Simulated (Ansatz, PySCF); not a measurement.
Reaction (SMILES): CC[O-] → C[CH-]O
Structures are relaxed separately at B3LYP-D3(BJ)/def2-TZVP in Ansatz (a quantum-chemistry and plane-wave program), one conformer each, not searched for the lowest.

Property: isomerisation energy (enthalpy at 298 K, with B3LYP-D3(BJ) rigid-rotor harmonic-oscillator terms from PySCF), in kcal/mol. Cores are frozen in the correlated levels unless marked. No spin-orbit coupling. No relativistic terms. Anions need diffuse functions: aug- sets have them; def2-D sets add few; the other sets have none. Basis-set limits of correlation are two-point, X^-3; Hartree-Fock from the larger set. The bracket is a focal-point correction in the basis named.

```csv
level,program,isomerisation energy (kcal/mol)
HF/cc-pVTZ,Ansatz,36.9
revPBE-D3(BJ)/def2-TZVPD,Ansatz + dftd3,38.2
PBE0/def2-TZVPD,Ansatz,38.0
r2SCANh/def2-TZVPD,Ansatz,38.5
PW6B95/def2-TZVPD,PySCF,37.5
CAM-B3LYP-D4/def2-TZVPD,Ansatz + dftd4,37.3
MP2/aug-cc-pVTZ,Ansatz,35.6
```

What does RI-MP2/CBS(aug-cc-pVTZ,aug-cc-pVQZ)+[CCSD(T)-MP2]/aug-cc-pVTZ (Ansatz) give?

34.5 kcal/mol, so MP2/aug-cc-pVTZ differs from it by 1.1 kcal/mol.
